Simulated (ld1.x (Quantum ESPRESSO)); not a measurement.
## Transferability test, PAW potential for arsenic

- Element: arsenic (As)
- Generator: ld1.x (Quantum ESPRESSO) 7.5
- Type: PAW
- Functional: PBEsol
- Relativity: fully relativistic
- Frozen core: [Ar] 3d10
- Valence charge: 5
- Reference configuration: 4s2 4p3
- Partial waves: 4s (bound): rcut 1.25, rcutus 1.60 bohr; 4s channel at 0.15 Ry: rcut 1.25, rcutus 1.60 bohr; 4p (bound): rcut 1.65, rcutus 1.95 bohr; 4p channel at 0.05 Ry: rcut 1.65, rcutus 1.95 bohr
- Local potential: all-electron potential smoothed inside 1.25 bohr (lloc = -2)
- Core correction: a·sin(br)/r model core inside 1.45 bohr
- Augmentation charge: PSQ, radius 1.45 bohr

Open shells are filled in proportion to 2j + 1 (rel_dist='average').

Energies are relative to the spin-unpolarised reference configuration 4s2 4p3; without spin polarisation the order of configurations can differ from experiment.

```csv
valence configuration,charge,ΔE all-electron (eV),error AE − PS (meV)
4s2 4p2,+1,9.161,-3.9
4s2 4p1,+2,27.106,-33
4s2 4p0,+3,54.834,-139
4s2 4p2.5,+0.5,3.559,-0.7
4s1 4p0,+4,105.463,-526
4s0 4p5,0,19.062,-29
```

(1) What are ΔE and the potential's error for 4s1 4p4?

Levels in the configuration 4s1 4p4:

```
   level  all-electron (eV)  pseudo (eV)
4s j=1/2            -15.377      -15.397
4p j=1/2             -6.038       -6.044
4p j=3/2             -5.744       -5.749
```

The ghost test of this file was not conclusive.

## Answers

(1) ΔE = 9.420 eV all-electron; the error (AE − PS) is -7.5 meV.
